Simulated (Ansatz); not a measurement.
```yaml
crystal:
  periodic: [false, false, false]
  atoms:
    - {symbol: C, position_ang: [1.107553, -2.328339, -0.450080]}
    - {symbol: N, position_ang: [0.006477, -1.577458, 0.094020]}
    - {symbol: C, position_ang: [-1.087113, -2.267226, 0.726884]}
    - {symbol: C, position_ang: [0.000671, -0.217433, 0.012570]}
    - {symbol: C, position_ang: [-1.061653, 0.540438, 0.542450]}
    - {symbol: C, position_ang: [-1.063070, 1.914170, 0.457518]}
    - {symbol: C, position_ang: [-0.011497, 2.596163, -0.156243]}
    - {symbol: C, position_ang: [-0.017625, 4.014702, -0.241397]}
    - {symbol: N, position_ang: [-0.022525, 5.165904, -0.310591]}
    - {symbol: C, position_ang: [1.046255, 1.854768, -0.684563]}
    - {symbol: C, position_ang: [1.056775, 0.480782, -0.604535]}
    - {symbol: H, position_ang: [2.057827, -2.063519, 0.027985]}
    - {symbol: H, position_ang: [1.215911, -2.170822, -1.529582]}
    - {symbol: H, position_ang: [0.933845, -3.389284, -0.282897]}
    - {symbol: H, position_ang: [-2.040387, -2.068901, 0.223344]}
    - {symbol: H, position_ang: [-0.904841, -3.339080, 0.686455]}
    - {symbol: H, position_ang: [-1.194903, -1.983315, 1.780324]}
    - {symbol: H, position_ang: [-1.894298, 0.049449, 1.026106]}
    - {symbol: H, position_ang: [-1.891014, 2.476120, 0.872580]}
    - {symbol: H, position_ang: [1.869614, 2.370187, -1.164122]}
    - {symbol: H, position_ang: [1.893990, -0.057306, -1.026227]}
basis:
  gaussian: {orbitals: ANO-RCC-VTZP}
magnetization: {spin_polarized: true, initial_magnetization: 1}
hamiltonian: {xc: {name: HF}}
correlation: {method: ccsd}
```

```sh
$ ansatz run in.yaml --threads 4 --pin off --events-out ev --progress --plain --max-ram 66560MiB --backend cuda --devices 0, --max-vram 37GiB
```

It prints (some lines left out):

```
Error: a molecule whose nuclei and cores have a total charge of 78 cannot have a net charge of 0 together with 1 unpaired electrons
```

(1) What is wrong with this run?

Answers

(1) The number of unpaired electrons doesn't fit the electron count. The program refused the input.
